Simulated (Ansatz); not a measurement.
**Pulling the pair apart**

The pair of Ag⁺ (SMILES [Ag+], atom 1) and Br⁻ (SMILES [Br-], atom 2), both closed shells, in one local arrangement (a lower one may exist), relaxed at PBE0-D4/def2-TZVP:

```
2
angstrom
Ag 0.0000 0.0000 -1.2043
Br -0.0000 -0.0000 1.2043
```

Br⁻ is shifted rigidly along the line between the mean atom positions of the two fragments (negative: closer). Counterpoise interaction energies in kcal/mol. Computed with Ansatz 0.2.0 (basis: def2-TZVPPD); correlated methods freeze the cores. Filled d shells of the heavier atoms are correlated. Core potentials replace the inner electrons of the atoms past krypton. The def2 sets are not built for correlating such inner shells, so the correlated values are less sure here. B3LYP uses VWN-RPA correlation.

| shift (Å) | PBE0-D4 | B3LYP-D4 | PBE-D4 |
| --- | --- | --- | --- |
| -0.24 | -155.17 | -154.20 | -163.08 |
| -0.12 | -162.56 | -162.40 | -170.27 |
| 0.00 | -164.47 | -165.02 | -172.12 |
| 0.12 | -163.05 | -164.22 | -170.76 |
| 0.29 | -157.97 | -159.88 | -165.96 |
| 0.60 | -145.06 | -148.16 | -153.97 |
| 1.20 | -121.88 | -126.53 | -133.22 |

1 of 8 computed shifts are left out: there CCSD(T) failed or its T1 diagnostic passed 0.035.

Q: What does CCSD(T) give at these shifts? (To be estimated.)

A: Computed: -145.29, -153.53, -156.06, -155.10, -150.45, -137.79, -114.18 kcal/mol. For zero shift, CCSD(T) at an estimated basis limit (MP2 extrapolated from triple and quadruple zeta, plus CCSD(T) − MP2 in triple zeta) gives -163.66 kcal/mol. These are counterpoise interaction energies, counted from the two frozen fragments.

The T1 diagnostic stays at or below 0.031. The T1 diagnostic is large here, which may signal multireference character or strong orbital relaxation, so CCSD(T) is less sure.

For scale, one of the runs: CCSD(T)/def2-TZVPPD, 113 basis functions, launched by `ansatz run in.yaml --threads 2 --pin off --events-out ev --progress --plain --max-ram 5222MiB`. The run took about 7.5 s on 2 CPU threads (shared host).
